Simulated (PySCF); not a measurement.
C5H14GeO, SMILES CC[O][Ge]([CH3])([CH3])[CH3], GFN2-xTB optimised geometry.

```
21

C     -1.24     2.25    -0.69
C     -0.42     1.01    -1.00
O     -0.66     0.05     0.00
Ge    -0.08    -1.64     0.00
C      1.92    -1.64     0.00
C     -0.88    -2.28     1.69
C     -0.80    -2.56    -1.63
H     -0.97     2.64     0.29
H     -2.30     2.00    -0.68
H     -1.07     3.02    -1.44
H      0.65     1.27    -1.02
H     -0.69     0.62    -1.99
H      2.30    -2.64     0.13
H      2.30    -1.25    -0.94
H      2.29    -1.02     0.81
H     -1.96    -2.19     1.66
H     -0.62    -3.33     1.86
H     -0.51    -1.70     2.53
H     -0.34    -2.16    -2.53
H     -0.59    -3.62    -1.58
H     -1.87    -2.41    -1.70
```

Density from B3LYP/def2-SVP run with PySCF at that geometry.

Minimum of the electron density along straight lines between bonded atoms, close to the bond critical point (lines longer than 1.1 times the sum of covalent radii, or with two minima, are not listed):

```
bond    length / Å  ρ at the minimum / e bohr⁻³  ∇²ρ there / e bohr⁻⁵  position (fraction from the first atom)
------  ----------  ---------------------------  --------------------  ---------------------------------------
C1–C2        1.522                        0.251                 -0.60                                     0.49
C2–O3        1.408                        0.257                 -0.44                                     0.35
O3–Ge4       1.783                        0.133                  0.65                                     0.53
Ge4–C5       1.999                        0.120                  0.03                                     0.47
Ge4–C6       1.980                        0.125                  0.03                                     0.47
Ge4–C7       1.999                        0.120                  0.03                                     0.47
C1–H8        1.087                        0.278                 -1.03                                     0.63
C1–H9        1.087                        0.278                 -1.03                                     0.63
C1–H10       1.087                        0.276                 -1.01                                     0.62
C2–H11       1.098                        0.280                 -1.04                                     0.63
C5–H13       1.085                        0.274                 -0.99                                     0.62
C5–H14       1.087                        0.273                 -0.98                                     0.62
C5–H15       1.086                        0.274                 -0.99                                     0.63
C6–H16       1.085                        0.274                 -1.00                                     0.63
C6–H17       1.086                        0.274                 -0.98                                     0.62
C6–H18       1.085                        0.274                 -1.00                                     0.63
C7–H19       1.087                        0.273                 -0.98                                     0.62
C7–H20       1.085                        0.274                 -0.99                                     0.62
C7–H21       1.086                        0.274                 -0.99                                     0.63
```
